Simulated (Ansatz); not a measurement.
Geometry optimisation, RKS PBE-D4/def2-SVP in Ansatz 0.2.0.

Input:

```yaml
crystal:
  periodic: [false, false, false]
  atoms:
    - { symbol: Ge, position_ang: [0.450989, 0.393523, -0.245334] }
    - { symbol: H, position_ang: [-0.064236, 0.011761, 2.43786] }
    - { symbol: O, position_ang: [1.881331, -0.184632, -1.156979] }
    - { symbol: H, position_ang: [1.73605, -1.047426, -1.593601] }
    - { symbol: F, position_ang: [-0.70045, 1.019486, -1.435284] }
    - { symbol: H, position_ang: [-0.29647, -0.786347, 0.43577] }
    - { symbol: P, position_ang: [1.126783, 2.196299, 0.986143] }
    - { symbol: H, position_ang: [2.233861, 1.434569, 1.509778] }
    - { symbol: H, position_ang: [1.888207, 2.674278, -0.143381] }
    - { symbol: H, position_ang: [0.041736, 0.632288, 2.794328] }
basis:
  gaussian: { orbitals: def2-SVP }
hamiltonian:
  xc: pbe
  dispersion: d4
relax:
  f_tol: 0.03
  max_steps: 50
output:
  orbitals: {}
```

Launched with:

```bash
$ ansatz run input.yaml --threads 4 --pin off --max-ram 5120MiB --backend cpu --events-out ev --progress --plain --runs-dir out
```

Where does it end, and by what steps?

The run converged. The force dipped under the threshold on the way, but the program's further checks kept it going. After 19 steps the energy has fallen by 0.160 eV; H2 moved furthest, 0.91 Å.

| step | energy less start (eV) | largest force component (eV/Å) | accepted |
| --- | --- | --- | --- |
| 0 | 0.0000 | 1.547 | yes |
| 1 | -0.1148 | 0.170 | yes |
| 2 | -0.1412 | 0.082 | yes |
| 3 | -0.1419 | 0.424 | yes |
| 4 | -0.1527 | 0.102 | yes |
| 5 | -0.1506 | 0.273 | no |
| 6 | -0.1537 | 0.021 | yes |
| 7 | -0.1543 | 0.126 | yes |
| 8 | -0.1550 | 0.092 | yes |
| 9 | -0.1558 | 0.076 | yes |
| 10 | -0.1562 | 0.203 | yes |
| 11 | -0.1570 | 0.118 | yes |
| 12 | -0.1577 | 0.012 | yes |
| 13 | -0.1583 | 0.046 | yes |
| 14 | -0.1573 | 0.310 | no |
| 15 | -0.1559 | 0.121 | no |
| 16 | -0.1587 | 0.014 | yes |
| 17 | -0.1593 | 0.130 | yes |
| 18 | -0.1597 | 0.073 | yes |
| 19 | -0.1603 | 0.016 | yes |

```xyz
10
Properties=species:S:1:pos:R:3
Ge 0.568 0.335 -0.387
H -0.362 0.048 3.296
O 1.932 -0.086 -1.470
H 1.682 -0.803 -2.085
F -0.763 0.836 -1.435
H 0.027 -0.903 0.384
P 1.223 2.158 0.894
H 2.273 1.369 1.490
H 2.081 2.604 -0.175
H -0.364 0.786 3.077
```

Whether the end is a true minimum wasn't checked by a vibrational analysis.

The run took 22 s on 4 threads of Arm Neoverse V1 (shared host), peak memory 0.16 GiB.
